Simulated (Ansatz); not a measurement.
Calculated with Ansatz (gas phase, PBE0-D4/def2-TZVP geometries, no zero-point term in ΔE). CCSD(T)/CBS is the MP2 limit (def2-TZVPP, def2-QZVPP) plus CCSD(T) − MP2 in def2-TZVPP, frozen cores. This one scheme is used for every species. DFT in def2-TZVPP. B3LYP here is the variant with VWN-RPA as its local correlation; programs differ in this. HSE06 is defined as in plane-wave codes. One conformer a species, not always the lowest.

`F[BH][AlH][F]` + H₂O → `O[BH][AlH][F]` + H–F  (formal hydrolysis of a B–F bond)

```json
{"level": "LDA (SPW92)", "ΔE (kcal/mol)": "-2.9", "difference from CCSD(T)/CBS": "-1.6"}
{"level": "PBE-D4", "ΔE (kcal/mol)": "-1.7", "difference from CCSD(T)/CBS": "-0.4"}
{"level": "revPBE-D4", "ΔE (kcal/mol)": "-1.7", "difference from CCSD(T)/CBS": "-0.4"}
{"level": "BLYP-D4", "ΔE (kcal/mol)": "-0.7", "difference from CCSD(T)/CBS": "0.6"}
{"level": "r2SCAN-D4", "ΔE (kcal/mol)": "-0.8", "difference from CCSD(T)/CBS": "0.5"}
{"level": "PBE0-D4", "ΔE (kcal/mol)": "-1.6", "difference from CCSD(T)/CBS": "-0.3"}
{"level": "B3LYP-D4", "ΔE (kcal/mol)": "-0.7", "difference from CCSD(T)/CBS": "0.6"}
{"level": "r2SCANh-D4", "ΔE (kcal/mol)": "-0.9", "difference from CCSD(T)/CBS": "0.4"}
{"level": "r2SCAN0-D4", "ΔE (kcal/mol)": "-1.0", "difference from CCSD(T)/CBS": "0.3"}
{"level": "HSE06-D4", "ΔE (kcal/mol)": "-1.6", "difference from CCSD(T)/CBS": "-0.3"}
{"level": "BHLYP-D4", "ΔE (kcal/mol)": "-0.3", "difference from CCSD(T)/CBS": "1.0"}
{"level": "CAM-B3LYP-D4", "ΔE (kcal/mol)": "-0.6", "difference from CCSD(T)/CBS": "0.7"}
{"level": "ωB97X-V", "ΔE (kcal/mol)": "-0.5", "difference from CCSD(T)/CBS": "0.8"}
{"level": "ωB97M-V", "ΔE (kcal/mol)": "-0.9", "difference from CCSD(T)/CBS": "0.4"}
{"level": "B2PLYP", "ΔE (kcal/mol)": "-0.7", "difference from CCSD(T)/CBS": "0.6"}
{"level": "PBE-QIDH", "ΔE (kcal/mol)": "-1.5", "difference from CCSD(T)/CBS": "-0.2"}
{"level": "PBE", "ΔE (kcal/mol)": "-1.4", "difference from CCSD(T)/CBS": "-0.1"}
{"level": "revPBE", "ΔE (kcal/mol)": "-0.8", "difference from CCSD(T)/CBS": "0.5"}
{"level": "BLYP", "ΔE (kcal/mol)": "-0.1", "difference from CCSD(T)/CBS": "1.2"}
{"level": "r2SCAN", "ΔE (kcal/mol)": "-0.7", "difference from CCSD(T)/CBS": "0.6"}
{"level": "PBE0", "ΔE (kcal/mol)": "-1.3", "difference from CCSD(T)/CBS": "0.0"}
{"level": "B3LYP", "ΔE (kcal/mol)": "-0.3", "difference from CCSD(T)/CBS": "1.0"}
{"level": "r2SCANh", "ΔE (kcal/mol)": "-0.8", "difference from CCSD(T)/CBS": "0.5"}
{"level": "r2SCAN0", "ΔE (kcal/mol)": "-0.9", "difference from CCSD(T)/CBS": "0.4"}
{"level": "HSE06", "ΔE (kcal/mol)": "-1.4", "difference from CCSD(T)/CBS": "-0.1"}
{"level": "BHLYP", "ΔE (kcal/mol)": "0.1", "difference from CCSD(T)/CBS": "1.4"}
{"level": "CAM-B3LYP", "ΔE (kcal/mol)": "-0.3", "difference from CCSD(T)/CBS": "1.0"}
{"level": "LC-ωPBE", "ΔE (kcal/mol)": "-0.9", "difference from CCSD(T)/CBS": "0.4"}
{"level": "RPA@PBE/def2-TZVPP", "ΔE (kcal/mol)": "-1.0", "difference from CCSD(T)/CBS": "0.3"}
{"level": "HF/def2-SVP", "ΔE (kcal/mol)": "-0.1", "difference from CCSD(T)/CBS": "1.2"}
{"level": "CCSD/def2-SVP", "ΔE (kcal/mol)": "-2.2", "difference from CCSD(T)/CBS": "-0.9"}
{"level": "CCSD(T)/def2-SVP", "ΔE (kcal/mol)": "-2.6", "difference from CCSD(T)/CBS": "-1.3"}
{"level": "HF/def2-TZVPP", "ΔE (kcal/mol)": "1.6", "difference from CCSD(T)/CBS": "2.9"}
{"level": "SCS-MP2/def2-TZVPP", "ΔE (kcal/mol)": "-1.1", "difference from CCSD(T)/CBS": "0.2"}
{"level": "CCSD/def2-TZVPP", "ΔE (kcal/mol)": "-0.9", "difference from CCSD(T)/CBS": "0.4"}
{"level": "CCSD(T)/def2-TZVPP", "ΔE (kcal/mol)": "-1.4", "difference from CCSD(T)/CBS": "-0.1"}
{"level": "HF/def2-QZVPP", "ΔE (kcal/mol)": "1.7", "difference from CCSD(T)/CBS": "3.0"}
{"level": "SCS-MP2/def2-QZVPP", "ΔE (kcal/mol)": "-1.0", "difference from CCSD(T)/CBS": "0.3"}
{"level": "MP2/CBS(def2)", "ΔE (kcal/mol)": "-1.8", "difference from CCSD(T)/CBS": "-0.5"}
{"level": "CCSD/CBS(def2)", "ΔE (kcal/mol)": "-0.8", "difference from CCSD(T)/CBS": "0.5"}
{"level": "CCSD(T)/CBS", "ΔE (kcal/mol)": "-1.3", "difference from CCSD(T)/CBS": "0"}
```

(1) What do rigid-rotor, harmonic-oscillator terms from PBE0-D4/def2-TZVP frequencies (298.15 K, 1 bar) make of the CCSD(T)/CBS value? (Best estimate.)

Largest T1 diagnostic among the species: 0.014.

## Answers

(1) The calculation gave: ΔZPE = +0.5 kcal/mol, ΔH = -1.0 kcal/mol, ΔS = -13 J/(mol·K), ΔG = -0.1 kcal/mol. Modes under 50 cm⁻¹ make the entropy rough.

Leaving LDA and LC-ωPBE aside and taking each functional with its dispersion term where it has one, the values spread over 1.4 kcal/mol, from revPBE-D4 to BHLYP-D4. LDA lies −1.5 kcal/mol from PBE without D4. In def2-TZVPP, CCSD(T) changes the Hartree–Fock value by −2.9 kcal/mol (the triples alone add −0.4 kcal/mol) and MP2 by −3.4 kcal/mol. At CCSD(T), def2-SVP lies −1.3 kcal/mol from the extrapolated value and def2-TZVPP −0.1 kcal/mol.
